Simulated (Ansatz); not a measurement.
H7BSi2, SMILES `B[SiH2][SiH3]` (charge 0, multiplicity 1).

Z-matrix (Å, degrees):
```
Si
H 1 1.4895
H 1 1.4896 2 109.09
B 1 1.9885 2 114.84 3 130.46
H 4 1.1953 1 120.95 2 29.36
H 4 1.1954 5 117.97 1 -174.25
Si 1 2.3555 2 107.18 3 -115.67
H 7 1.4878 1 110.43 2 178.68
H 7 1.4878 8 108.61 1 -121.11
H 7 1.4882 8 108.75 9 -118.21
```
Charge 0, spin multiplicity 1.

Frozen-core energies in 6-31g from Ansatz (a program for electronic structure) at a geometry from PBE0-D3(BJ)/def2-TZVP; the HF reference has <S^2> = 0.00 and the T1 diagnostic is 0.011.

| level | energy (Ha) | difference from CCSDTQ (mHa) |
|---|---|---|
| HF | -606.44882 | 215.13 |
| MP2 | -606.60986 | 54.09 |
| CCSD | -606.65893 | 5.01 |
| CCSD(T) | -606.66279 | 1.16 |
| CCSDT | -606.66378 | 0.16 |
| CCSDT(Q) | -606.66392 | 0.02 |
| CCSDTQ | -606.66394 | 0.00 |
